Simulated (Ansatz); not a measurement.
Molecular dynamics of CH6Ga

input.yaml

```yaml
crystal:
  periodic: [false, false, false]
  atoms:
    - { symbol: Ga, position_ang: [-0.155723, 0.320988, -0.62469] }
    - { symbol: H, position_ang: [-0.079891, 0.212869, 2.961684] }
    - { symbol: C, position_ang: [1.72788, 0.032899, -1.188923] }
    - { symbol: H, position_ang: [1.91452, -1.052948, -1.254129] }
    - { symbol: H, position_ang: [1.85365, 0.453549, -2.202038] }
    - { symbol: H, position_ang: [2.471298, 0.486427, -0.518903] }
    - { symbol: H, position_ang: [-1.32154, -0.331035, -1.503359] }
    - { symbol: H, position_ang: [0.051608, -0.122848, 3.629558] }
magnetization:
  spin_polarized: true
  initial_magnetization: 1
basis:
  gaussian: { orbitals: def2-SVP }
hamiltonian:
  xc: r2scan
md:
  timestep: 0.5
  n_steps: 200
  ensemble: nve
  temperature: 100.0
  initial_velocities: maxwell_boltzmann
  seed: 3575
```

Run as:

```bash
$ ansatz run input.yaml --threads 4 --pin off --max-ram 5120MiB --backend cpu --events-out ev --progress --plain --runs-dir out
```

It starts at the highest image of a converged band. Of that band: The top lies less than 8 meV above the higher end, about what the thresholds resolve: that end is a shoulder or a very shallow well. A vibrational analysis at the climbing image gives no mode beyond 40i cm⁻¹: the surface is too flat there to confirm a saddle point.

Output, in part (one step line in 7, the closing report, with atoms numbered from 0):

```
md step     0: t =     0.00 fs  T =   100.0 K  F+E_penalty+E_count = -53502.12165671 eV  E_kin = 0.077556 eV  conserved = -53502.04410071 eV  (31 SCF iters)
md step     7: t =     3.50 fs  T =    63.6 K  F+E_penalty+E_count = -53502.09298857 eV  E_kin = 0.049326 eV  conserved = -53502.04366216 eV  (28 SCF iters)
md step    14: t =     7.00 fs  T =    62.7 K  F+E_penalty+E_count = -53502.09239779 eV  E_kin = 0.048614 eV  conserved = -53502.04378344 eV  (34 SCF iters)
md step    21: t =    10.50 fs  T =    79.8 K  F+E_penalty+E_count = -53502.10600199 eV  E_kin = 0.061928 eV  conserved = -53502.04407440 eV  (35 SCF iters)
md step    28: t =    14.00 fs  T =    45.5 K  F+E_penalty+E_count = -53502.07889504 eV  E_kin = 0.035263 eV  conserved = -53502.04363160 eV  (29 SCF iters)
md step    35: t =    17.50 fs  T =    55.6 K  F+E_penalty+E_count = -53502.08696112 eV  E_kin = 0.043105 eV  conserved = -53502.04385639 eV  (35 SCF iters)
md step    42: t =    21.00 fs  T =    68.0 K  F+E_penalty+E_count = -53502.09672514 eV  E_kin = 0.052724 eV  conserved = -53502.04400116 eV  (31 SCF iters)
md step    49: t =    24.50 fs  T =    53.4 K  F+E_penalty+E_count = -53502.08505841 eV  E_kin = 0.041418 eV  conserved = -53502.04364025 eV  (29 SCF iters)
md step    56: t =    28.00 fs  T =    75.1 K  F+E_penalty+E_count = -53502.10219167 eV  E_kin = 0.058271 eV  conserved = -53502.04392060 eV  (34 SCF iters)
md step    63: t =    31.50 fs  T =    77.4 K  F+E_penalty+E_count = -53502.10397852 eV  E_kin = 0.060042 eV  conserved = -53502.04393666 eV  (31 SCF iters)
md step    70: t =    35.00 fs  T =    66.3 K  F+E_penalty+E_count = -53502.09512423 eV  E_kin = 0.051434 eV  conserved = -53502.04368983 eV  (28 SCF iters)
md step    77: t =    38.50 fs  T =    75.5 K  F+E_penalty+E_count = -53502.10247068 eV  E_kin = 0.058532 eV  conserved = -53502.04393863 eV  (34 SCF iters)
md step    84: t =    42.00 fs  T =    58.3 K  F+E_penalty+E_count = -53502.08909794 eV  E_kin = 0.045228 eV  conserved = -53502.04387001 eV  (31 SCF iters)
md step    91: t =    45.50 fs  T =    50.8 K  F+E_penalty+E_count = -53502.08312054 eV  E_kin = 0.039375 eV  conserved = -53502.04374598 eV  (28 SCF iters)
md step    98: t =    49.00 fs  T =    55.6 K  F+E_penalty+E_count = -53502.08700306 eV  E_kin = 0.043099 eV  conserved = -53502.04390397 eV  (33 SCF iters)
md step   105: t =    52.50 fs  T =    48.6 K  F+E_penalty+E_count = -53502.08154504 eV  E_kin = 0.037689 eV  conserved = -53502.04385651 eV  (27 SCF iters)
md step   112: t =    56.00 fs  T =    55.4 K  F+E_penalty+E_count = -53502.08677102 eV  E_kin = 0.042977 eV  conserved = -53502.04379433 eV  (28 SCF iters)
md step   119: t =    59.50 fs  T =    65.9 K  F+E_penalty+E_count = -53502.09498598 eV  E_kin = 0.051137 eV  conserved = -53502.04384898 eV  (34 SCF iters)
md step   126: t =    63.00 fs  T =    69.3 K  F+E_penalty+E_count = -53502.09758704 eV  E_kin = 0.053708 eV  conserved = -53502.04387925 eV  (28 SCF iters)
md step   133: t =    66.50 fs  T =    65.6 K  F+E_penalty+E_count = -53502.09469589 eV  E_kin = 0.050889 eV  conserved = -53502.04380738 eV  (28 SCF iters)
md step   140: t =    70.00 fs  T =    64.0 K  F+E_penalty+E_count = -53502.09339911 eV  E_kin = 0.049609 eV  conserved = -53502.04378980 eV  (28 SCF iters)
md step   147: t =    73.50 fs  T =    67.9 K  F+E_penalty+E_count = -53502.09657945 eV  E_kin = 0.052656 eV  conserved = -53502.04392303 eV  (34 SCF iters)
md step   154: t =    77.00 fs  T =    48.7 K  F+E_penalty+E_count = -53502.08152114 eV  E_kin = 0.037737 eV  conserved = -53502.04378403 eV  (28 SCF iters)
md step   161: t =    80.50 fs  T =    46.1 K  F+E_penalty+E_count = -53502.07950890 eV  E_kin = 0.035764 eV  conserved = -53502.04374467 eV  (30 SCF iters)
md step   168: t =    84.00 fs  T =    66.0 K  F+E_penalty+E_count = -53502.09516029 eV  E_kin = 0.051195 eV  conserved = -53502.04396500 eV  (34 SCF iters)
md step   175: t =    87.50 fs  T =    49.7 K  F+E_penalty+E_count = -53502.08226874 eV  E_kin = 0.038509 eV  conserved = -53502.04375964 eV  (28 SCF iters)
md step   182: t =    91.00 fs  T =    53.5 K  F+E_penalty+E_count = -53502.08522195 eV  E_kin = 0.041471 eV  conserved = -53502.04375123 eV  (29 SCF iters)
md step   189: t =    94.50 fs  T =    77.7 K  F+E_penalty+E_count = -53502.10428256 eV  E_kin = 0.060291 eV  conserved = -53502.04399188 eV  (34 SCF iters)
md step   196: t =    98.00 fs  T =    60.2 K  F+E_penalty+E_count = -53502.09041388 eV  E_kin = 0.046686 eV  conserved = -53502.04372804 eV  (28 SCF iters)
md step   200: t =   100.00 fs  T =    71.7 K  F+E_penalty+E_count = -53502.09953394 eV  E_kin = 0.055574 eV  conserved = -53502.04396011 eV  (31 SCF iters)
Total energy: -53502.09954948 eV, -1966.1658934179 hartree
Atom 0 at    -0.164413     0.287327    -0.651149 Å, force    -0.382944     0.074073     0.030352 eV/Å
Atom 1 at     0.060284     0.200629     3.721534 Å, force    -0.061195    -0.050217    -0.108596 eV/Å
Atom 2 at     1.729329     0.070275    -1.147139 Å, force     0.309179     0.354365    -0.457305 eV/Å
Atom 3 at     1.829556    -0.861659    -1.732635 Å, force     0.032666    -0.096487     0.182582 eV/Å
Atom 4 at     2.035871     0.883375    -1.849931 Å, force    -0.096327    -0.204512     0.402346 eV/Å
Atom 5 at     2.399610     0.048534    -0.270261 Å, force    -0.042137    -0.065572    -0.227485 eV/Å
Atom 6 at    -1.275709     0.744630    -1.727896 Å, force     0.179160    -0.062803     0.073500 eV/Å
Atom 7 at     0.423848     0.513501     4.304258 Å, force     0.061598     0.051153     0.104607 eV/Å
Dipole moment:     0.185164    -0.028811    -0.039923 e Å
```

The run went to its last step. The conserved energy stayed within 0.067 meV per atom of its start (net change 0.018 meV per atom), so the integration is sound. A run of 0.1 ps of so small a system gives no equilibrium averages.

The same pairs are bonded in the first frame and the last. Pairs count as bonded within 1.25 times the sum of covalent radii (0.12 Å more for H–H).

Last frame:

```xyz
8
Properties=species:S:1:pos:R:3
Ga -0.164 0.287 -0.651
H 0.060 0.201 3.721
C 1.729 0.070 -1.147
H 1.830 -0.862 -1.733
H 2.036 0.883 -1.850
H 2.400 0.049 -0.270
H -1.276 0.745 -1.728
H 0.424 0.513 4.304
```

Time of the run: 8.9 min on 4 threads of Arm Neoverse N1, with other jobs on the host, peak memory 0.19 GiB.
